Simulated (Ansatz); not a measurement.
`CBC(C)=O` and `CC(N)=O` differ in one atom or group.

Ansatz, PBE0-D4/def2-TZVP geometries, multiplicity 1. Each molecule was computed in one conformer, which needn't be the lowest.

```csv
property,`CBC(C)=O`
LUMO energy (ωB97M-V/def2-TZVPP) / eV,1.03
LUMO energy (PBE0/def2-TZVPP) / eV,-0.89
HOMO–LUMO gap (B3LYP/def2-TZVPP) / eV,5.68
HOMO energy (B3LYP/def2-TZVPP) / eV,-6.80
HOMO–LUMO gap (PBE/def2-TZVPP) / eV,3.72
HOMO–LUMO gap (ωB97M-V/def2-TZVPP) / eV,10.38
```

Q: Give the same properties after the change, and the shifts. (Estimate.)

A: Ansatz gave: 
```
                               property  `CC(N)=O`  shift
  LUMO energy (ωB97M-V/def2-TZVPP) / eV       2.20   1.17
     LUMO energy (PBE0/def2-TZVPP) / eV       0.82   1.71
  HOMO–LUMO gap (B3LYP/def2-TZVPP) / eV       7.50   1.82
    HOMO energy (B3LYP/def2-TZVPP) / eV      -7.06  -0.26
    HOMO–LUMO gap (PBE/def2-TZVPP) / eV       5.36   1.64
HOMO–LUMO gap (ωB97M-V/def2-TZVPP) / eV      11.96   1.58
```

With PBE0 the HOMO falls by 0.31 eV and the LUMO rises by 1.71 eV, so the gap widens by about 2.02 eV. PBE moves the HOMO by -0.06 eV and ωB97M-V by -0.41 eV.

B3LYP here is the variant with VWN-RPA as its local correlation; programs differ in this.
